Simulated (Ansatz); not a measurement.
The cluster Al₆As. Charge 0, multiplicity 2. Geometry PBE0-D4/def2-SVP; atoms count from 1.

Cartesian coordinates in Å:
```
As 0.302 1.183 2.155
Al -0.742 0.639 -1.827
Al 1.118 1.330 -0.145
Al 0.654 -1.123 1.071
Al -1.518 0.557 0.654
Al -1.295 -1.698 -0.537
Al 1.482 -0.888 -1.371
```

The charge 0 doublet is spin-contaminated (final ⟨S²⟩ up to 0.95, 0.75 for a pure state). The structure comes from a short search, and lower isomers may exist.

Estimate the Mulliken populations from the PBE0/def2-TZVP orbitals of Ansatz.


| atom | charge (e) | spin (α − β) |
| --- | --- | --- |
| As1 | -0.27 | 0.16 |
| Al2 | 0.01 | -0.23 |
| Al3 | 0.08 | -0.01 |
| Al4 | 0.04 | 0.16 |
| Al5 | 0.08 | -0.01 |
| Al6 | 0.03 | 0.46 |
| Al7 | 0.03 | 0.47 |
Mulliken values and Mayer orders depend strongly on the basis.

Where does the spin sit?

Summed by element: As 0.16, Al 0.84, of 1 unpaired in all. Largest on single atoms: Al7 0.47, Al6 0.46, Al2 -0.23.

And the Mayer bond orders between bonded heavy atoms (over 0.3)?

As1–Al3 0.92 (2.44 Å); As1–Al4 0.72 (2.57 Å); As1–Al5 0.93 (2.44 Å); Al2–Al3 0.63 (2.60 Å); Al2–Al5 0.63 (2.60 Å); Al2–Al6 0.51 (2.73 Å); Al2–Al7 0.50 (2.74 Å); Al3–Al4 0.31 (2.78 Å); Al3–Al7 0.67 (2.56 Å); Al4–Al5 0.31 (2.78 Å); Al4–Al6 0.66 (2.59 Å); Al4–Al7 0.67 (2.59 Å); Al5–Al6 0.67 (2.56 Å). Values over 0.3 also appear between atoms too far apart for a bond (Al2–Al4 0.34 at 3.67 Å); they arise where an orbital or an unpaired electron spreads over both atoms.
